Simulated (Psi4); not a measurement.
COS, triplet, geometry from GFN2-xTB (a higher spin typed on purpose: for a closed-shell molecule this is an excited state), atoms displaced at random by about 0.03 Å a coordinate; Psi4 with PBE/STO-3G, gradient.

Input for Psi4:
```
memory 2 GB

molecule {
0 3
O    -1.59953801   -0.07923844    0.01161883
C    -0.61326541    0.52407304    0.21306699
S     1.05059111   -0.12136670   -0.02208385
symmetry c1
no_reorient
no_com
}

set {
  basis sto-3g
  reference uks
}

gradient('pbe')
print_variables()
```

**Question.** Write the output that Psi4 gives for this input, abridged.

**Answer.** 
```
gradient() will perform analytic gradient computation.

   => Loading Basis Set <=

    Name: STO-3G
    Role: ORBITAL
    Keyword: BASIS

         ---------------------------------------------------------
                                   SCF
               by Justin Turney, Rob Parrish, Andy Simmonett
                          and Daniel G. A. Smith
                              UKS Reference
         ---------------------------------------------------------

  ==> Geometry <==

    Molecular point group: c1
    Full point group: C1

    Geometry (in Angstrom), charge = 0, multiplicity = 3:

       Center              X                  Y                   Z               Mass
    ------------   -----------------  -----------------  -----------------  -----------------
         O           -1.599538010000    -0.079238440000     0.011618830000    15.994914619570
         C           -0.613265410000     0.524073040000     0.213066990000    12.000000000000
         S            1.050591110000    -0.121366700000    -0.022083850000    31.972071174400

  Running in c1 symmetry.

  Rotational constants: A =      4.33614  B =      0.20733  C =      0.19806 [cm^-1]
  Rotational constants: A = 129994.19521  B =   6215.67175  C =   5937.58245 [MHz]
  Nuclear repulsion =   75.418697858773726

  Charge       = 0
  Multiplicity = 3
  Electrons    = 30
  Nalpha       = 16
  Nbeta        = 14

  ==> Algorithm <==

  SCF Algorithm Type is DF.
  DIIS enabled.
  MOM disabled.
  Fractional occupation disabled.
  Guess Type is SAD.
  Energy threshold   = 1.00e-08
  Density threshold  = 1.00e-08
  Integral threshold = 1.00e-12

  ==> Primary Basis <==

  Basis Set: STO-3G
    Blend: STO-3G
    Number of shells: 11
    Number of basis functions: 19
    Number of Cartesian functions: 19
    Spherical Harmonics?: true
    Max angular momentum: 1

  ==> DFT Potential <==

   => LibXC <=

    Version 7.1.2
    S. Lehtola, C. Steigemann, M. J. T. Oliveira, and M. A. L. Marques,  SoftwareX 7, 1–5 (2018) (10.1016/j.softx.2017.11.002)

   => Composite Functional: PBE <=

    PBE GGA Exchange-Correlation Functional

    J.P. Perdew et. al., Phys. Rev. Lett., 77(18), 3865-3868, 1996

    Deriv               =              1
    GGA                 =           TRUE
    Meta                =          FALSE

    Exchange Hybrid     =          FALSE
    MP2 Hybrid          =          FALSE

   => Exchange Functionals <=

    1.0000     XC_GGA_X_PBE

   => Correlation Functionals <=

[...]
  @DF-UKS Final Energy:  -505.18850590762372
    Total Energy =                       -505.1885059076237212
[...]

  ==> DFJKGrad: Density-Fitted SCF Gradients <==

    Gradient:                    1
    J tasked:                  Yes
    K tasked:                   No
    wK tasked:                  No
    Integrals threads:           1
    Schwarz Cutoff:          1E-12
    Fitting Condition:       1E-10

   => Auxiliary Basis Set <=

  Basis Set: (STO-3G AUX)
    Blend: DEF2-UNIVERSAL-JKFIT
    Number of shells: 88
    Number of basis functions: 280
    Number of Cartesian functions: 337
    Spherical Harmonics?: true
    Max angular momentum: 4

  ==> DFT Potential <==

   => LibXC <=

    Version 7.1.2
    S. Lehtola, C. Steigemann, M. J. T. Oliveira, and M. A. L. Marques,  SoftwareX 7, 1–5 (2018) (10.1016/j.softx.2017.11.002)

   => Composite Functional: PBE <=

    PBE GGA Exchange-Correlation Functional

    J.P. Perdew et. al., Phys. Rev. Lett., 77(18), 3865-3868, 1996

    Deriv               =              1
    GGA                 =           TRUE
    Meta                =          FALSE

    Exchange Hybrid     =          FALSE
    MP2 Hybrid          =          FALSE

   => Exchange Functionals <=

    1.0000     XC_GGA_X_PBE

   => Correlation Functionals <=

    1.0000     XC_GGA_C_PBE

   => LibXC Density Thresholds  <==

    XC_GGA_C_PBE:  1.00E-12
    XC_GGA_X_PBE:  1.00E-15

   => Molecular Quadrature <=

    Radial Scheme          =       TREUTLER
    Pruning Scheme         =           NONE
    Nuclear Scheme         =       TREUTLER

    Blocking Scheme        =         OCTREE
    BS radius alpha        =              1
    Pruning alpha          =              1
    Radial Points          =             75
    Spherical Points       =            302
    Total Points           =          60974
    Total Blocks           =            536
    Max Points             =            256
    Max Functions          =             18
    Weights Tolerance      =       1.00E-15

  -Total Gradient:
     Atom            X                  Y                   Z
    ------   -----------------  -----------------  -----------------
       1        0.139231131518     0.088974204437     0.029753774068
       2       -0.135069244641    -0.093001901119    -0.031176244748
       3       -0.004207204734     0.003961443363     0.001399893525

  Variable Map:
  ----------------------------------------------------------------------------
[...]
  Array Variable Map:
  ----------------------------------------------------------------------------
[...]
[...]
```
